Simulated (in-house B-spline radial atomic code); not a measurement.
**Pt42+: [He] 2s1 2p6 3s2 3p6 3d10 4s2 4p6 4d1 (with a hole in an inner shell)**

Method: Dirac-Hartree-Fock, average of configuration, Fermi nucleus of rms radius 5.427 fm. Calculated with a radial B-spline atomic code at the basis-set limit.

Z_r = [3n² - l(l+1)]/(2<r>); Z_e = n√(-2ε); the last column is Slater's effective charge. Values are occupation-weighted means over j. An effective charge above Z reflects the relativistic contraction of the inner shells.

```tsv
shell	electrons	ε (eV)	<r> (bohr)	Z_r	Z_e	Slater
1s	2	-81215	0.01715	87.46	77.26	77.70
2s	1	-16208	0.07156	83.84	69.03	74.20
2p	6	-14424	0.06436	77.69	65.12	74.20
3s	2	-5343.3	0.1823	74.04	59.45	67.60
3p	6	-4817.6	0.1819	68.73	56.45	67.60
3d	10	-4208.4	0.1648	63.71	52.76	57.85
4s	2	-2447.9	0.3709	64.70	53.65	51.25
4p	6	-2240.7	0.3813	60.33	51.33	51.25
4d	1	-2010.6	0.3789	55.43	48.63	43.00
```

The least bound orbital is 4d5/2 at -2000 eV, while the most diffuse is 4p3/2 (<r> = 0.3883 bohr against 0.3813 bohr): energy order and size order differ. The part-filled 2s shell lies below the filled 4p shell in orbital energy.

Spin-orbit splittings of the orbital energies (j = l + 1/2 above j = l - 1/2 when positive): 2p 1752 eV, 3p 407.5 eV, 3d 89.23 eV, 4p 128.1 eV, 4d 27.38 eV.

For the 1s electron the small component carries 8.75 % of the norm, the zero-frequency Breit interaction raises the level by 283.7 eV, self-energy by 184.7 eV, and vacuum polarisation lowers it by 37.09 eV.
